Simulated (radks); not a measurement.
Results of a calculation; reference values are marked as such.
Spherical quantum dot in the effective-mass picture: electrons in a parabolic well V = omega^2 r^2 / 2 with omega = 0.182, all in effective atomic units (hartree* = m*/eps^2 hartree, bohr* = eps/m* bohr), one dielectric constant everywhere. Level of theory: non-relativistic Kohn-Sham, LDA (Slater exchange, Perdew-Wang correlation), spin-polarised, spherical densities (a radial shooting solver with Libxc functionals). Levels are named by radial order and angular momentum (1s, 1p, 1d, 2s, ...), and open shells are averaged over m. Each electron was tried in the lowest free levels, single moves between levels near the top were tried too, and the lowest total energy was kept; such a search can miss a lower state. At N = 1 the Hartree and exchange-correlation terms need not cancel, so that row can carry a self-interaction error.

N,open shells,2S,E (hartree*),addition energy mu(N+1) - mu(N) (hartree*),e(HOMO) (hartree*),rms radius (bohr*)
1,"1s(up 1, down 0)",1,0.280509,0.2773,0.39724,2.913
2,none,0,0.838365,0.3331,0.66470,3.296
3,"1p(up 1, down 0)",1,1.72931,0.1786,0.98047,3.783
4,"1p(up 2, down 0)",2,2.79885,0.1749,1.1579,4.102
5,"1p(up 3, down 0)",3,4.04330,0.2034,1.3300,4.355
6,"1p(up 3, down 1)",2,5.49115,0.1549,1.5256,4.589
7,"1p(up 3, down 2)",1,7.09392,0.1525,1.6795,4.792
8,none,0,8.84918,0.2377,1.8304,4.975
9,"1d(up 1, down 0)",1,10.8421,0.1369,2.0617,5.179
10,"1d(up 2, down 0)",2,12.9720,0.1347,2.1976,5.361
11,"1d(up 3, down 0)",3,15.2365,0.1324,2.3312,5.525
12,"1d(up 4, down 0)",4,17.6335,0.1302,2.4625,5.677
13,"1d(up 5, down 0)",5,20.1607,0.1542,2.5915,5.819
14,"1d(up 5, down 1)",4,22.8421,0.1226,2.7429,5.957
15,"1d(up 5, down 2)",3,25.6461,0.1212,2.8648,6.086
16,"1d(up 5, down 3)",2,28.5712,0.1197,2.9852,6.209
17,"1d(up 5, down 4)",1,31.6160,0.1181,3.1041,6.326
18,none,0,34.7790,0.1394,3.2215,6.438
19,"2s(up 1, down 0)",1,38.0813,0.1320,3.3612,6.549
20,none,0,41.5157,0.1417,3.4922,6.656
21,"1f(up 1, down 0)",1,45.0917,0.1088,3.6306,6.766
22,"1f(up 2, down 0)",2,48.7766,0.1077,3.7389,6.871
23,"1f(up 3, down 0)",3,52.5692,0.1067,3.8461,6.971
24,"1f(up 4, down 0)",4,56.4685,0.1056,3.9523,7.069
25,"1f(up 5, down 0)",5,60.4734,0.1046,4.0574,7.162
26,"1f(up 6, down 0)",6,64.5830,0.1036,4.1615,7.253
27,"1f(up 7, down 0)",7,68.7961,-,4.2646,7.342

All shells are closed at N = 2, 8, 18, 20 (there: 1s2 1p6 1d10 2s2); the second difference of the energy has clear peaks (12 % above both neighbours; the first and last values, which can be the largest, are not judged, and half-filled shells can peak too) at N = 2, 5, 8, 13.
